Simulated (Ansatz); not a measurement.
This geometry of ClF4HHf (7 atoms, charge 0, multiplicity 1) is a first-order saddle point.

Theory: RKS B3LYP/def2-SVP in Ansatz 0.2.0.

```xyz
7
Properties=species:S:1:pos:R:3
Hf -0.277 -0.001 -0.024
F -0.096 0.190 2.075
F 1.622 -0.137 -0.099
F -0.646 1.603 -0.976
F -0.743 -1.511 -1.085
Cl -2.565 -0.195 1.342
H -1.281 0.052 2.142
```

Question: Which two structures does it join? (They come from a converged band through this point; their orientation in space is the band's.)

Answer: Bonds broken: Cl6–H7. Bonds formed: F2–H7.

Image 0:

```xyz
7
Properties=species:S:1:pos:R:3
Hf 0.056 0.000 -0.020
F 0.224 0.000 1.906
F 1.873 0.000 -0.597
F -0.652 1.610 -0.784
F -0.652 -1.610 -0.784
Cl -2.725 0.000 1.258
H -2.107 0.000 2.398
```

Image 10:

```xyz
7
Properties=species:S:1:pos:R:3
Hf -0.430 -0.166 -0.132
F -0.304 0.902 2.008
F 1.337 -0.717 0.337
F -0.556 1.643 -0.730
F -0.722 -1.130 -1.746
Cl -2.259 -1.021 1.221
H -1.052 0.488 2.418
```

Question: How far does it lie above each of them?

Answer: 8.2 kcal/mol above the first and 7.3 kcal/mol above the second. This is the barrier of this one path; another mechanism may lie lower. The orbitals stay closed-shell, which can raise the energy where a bond breaks towards radicals; this wasn't checked here.

The run took 14 min on 2 threads of Arm Neoverse V2, on a shared host, peak memory 0.26 GiB.
